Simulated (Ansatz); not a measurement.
C₇H₈O, charge -1, doublet, at a GFN2-xTB geometry (a state made from the parent by changing its charge; the spin is typed, not shown lowest) (a gas-phase anion, which may not be bound at this level); Ansatz (a quantum-chemistry and plane-wave program) with MP2/6-31G*.

Ansatz was given this input:
Ansatz 0.2 input:
```yaml
crystal:
  periodic: [false, false, false]
  atoms:
    - {symbol: C, position_ang: [-2.85244637, 0.12104586, 0.40364234]}
    - {symbol: C, position_ang: [-1.35653744, 0.04384248, 0.19780971]}
    - {symbol: C, position_ang: [-0.51317418, 0.69714256, 1.07399337]}
    - {symbol: C, position_ang: [0.92427427, 0.64301766, 0.86077453]}
    - {symbol: C, position_ang: [1.40476273, -0.06894844, -0.22366714]}
    - {symbol: O, position_ang: [2.79780312, -0.12966404, -0.44173020]}
    - {symbol: C, position_ang: [0.57900027, -0.72601675, -1.10521236]}
    - {symbol: C, position_ang: [-0.85612172, -0.66557300, -0.88207204]}
    - {symbol: H, position_ang: [-3.33705407, -0.81257766, 0.11131366]}
    - {symbol: H, position_ang: [-3.09489473, 0.32359776, 1.44835031]}
    - {symbol: H, position_ang: [-3.28751045, 0.92314510, -0.20134839]}
    - {symbol: H, position_ang: [-0.89948791, 1.25305374, 1.92222612]}
    - {symbol: H, position_ang: [1.59857798, 1.15407491, 1.54432546]}
    - {symbol: H, position_ang: [3.19369358, 0.38431560, 0.27066129]}
    - {symbol: H, position_ang: [0.98402782, -1.27492021, -1.94397149]}
    - {symbol: H, position_ang: [-1.51832279, -1.18043904, -1.56932591]}
basis:
  gaussian:
    orbitals: 6-31G*
total_charge: -1
magnetization: {spin_polarized: true, initial_magnetization: 1}
correlation: {method: mp2, electrons: outside_noble_gas}
accuracy: high
```

Predict the main parts of the log of this Ansatz run.


```
Functional definition: HF
3259 factors; integrals over basis functions are off by at most 1.1e-8 eV
mean field evaluation 1: about -9370.2257 eV, gradient 2.5e1 eV
mean field evaluation 2: about -9370.2388 eV, gradient 2.5e1 eV
mean field evaluation 4: about -9374.1038 eV, gradient 3.7e0 eV
mean field evaluation 8: about -9374.2400 eV, gradient 1.5e-1 eV
mean field evaluation 16: about -9373.0968 eV, gradient 4.9e0 eV
mean field -9374.24120032 eV, -344.4970100229 hartree, gradient 7.6e-8 eV, S^2 0.845042; 4 other end points of the search recorded, 0 dependent functions left out
8 core orbitals not correlated
reference -9374.24120032 eV, -344.4970100229 hartree; 22, 21 occupied and 106, 107 virtual orbitals, 3259 factors
second order -28.93518764 eV of doubles, -0.00000000 eV of singles
Total energy: -9403.17638796 eV, -345.5603585557 hartree
```
